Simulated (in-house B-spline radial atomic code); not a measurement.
Radial electron density of the thulium ion Tm⁺, [Kr] 4d10 4f13 5s2 5p5 5f1 6s1. Method: scalar-relativistic (X2C) TPSSh, spin-polarised, spherical fractional occupations, Fermi nucleus of rms radius 5.2256 fm. Calculated with a B-spline radial code for spherical atoms.

Caution: exact exchange at fractional occupations of open shells leaves self-interaction of up to several eV.

One-electron X2C: radii and densities carry no picture-change correction, so inner-shell <1/r> comes out high (for 1s by about 2 % at Z = 33, 5 % at 54, 10 % at 75, 30 % at 118) and <r> low.

Columns: r (bohr), 4πr²n(r) (electrons per bohr), bar.

```
0.000473    3.102 #
0.000605    4.423 ##
0.000773    6.267 ##
0.000988    8.832 ###
 0.00126    12.32 ####
 0.00161    17.06 ######
 0.00206    23.39 ########
 0.00264    31.61 ###########
 0.00337    41.67 ###############
 0.00431    53.61 ###################
  0.0055    66.57 ########################
 0.00703    79.35 ############################
 0.00899    89.73 ################################
  0.0115    95.21 ##################################
  0.0147    94.25 #################################
  0.0188    88.09 ###############################
   0.024    82.21 #############################
  0.0306     84.3 ##############################
  0.0391    98.47 ###################################
    0.05    117.5 ##########################################
  0.0639    124.3 ############################################
  0.0817    110.9 #######################################
   0.104     95.1 ##################################
   0.133    99.87 ###################################
   0.171    111.9 ########################################
   0.218    94.55 #################################
   0.279     60.5 #####################
   0.356    53.41 ###################
   0.455    62.71 ######################
   0.581    53.04 ###################
   0.743    31.53 ###########
    0.95    18.21 ######
    1.21    12.05 ####
    1.55    6.856 ##
    1.98    2.902 #
    2.53    1.097 
    3.24   0.5329 
    4.14   0.2643 
    5.29   0.1351 
    6.76   0.1394 
    8.64   0.1482 
      11  0.07539 
    14.1  0.01926 
      18 0.002332 
      23 9.72e-05 
    29.4 1.248e-06
```

On this grid the curve has 5 maxima, near 0.0115, 0.0639, 0.171, 0.455, 8.64 bohr.

The 5p down radial function P(r) = rR(r), positive near the nucleus:

```csv
r (bohr),P
0.000773,0.001121
0.00126,0.002345
0.00206,0.005041
0.00337,0.01097
0.0055,0.02368
0.00899,0.04981
0.0147,0.09825
0.024,0.17
0.0391,0.2273
0.0639,0.1562
0.104,-0.129
0.171,-0.3155
0.279,0.1359
0.455,0.4612
0.743,-0.33
1.21,-0.9621
1.98,-0.5814
3.24,-0.112
5.29,-0.004644
```
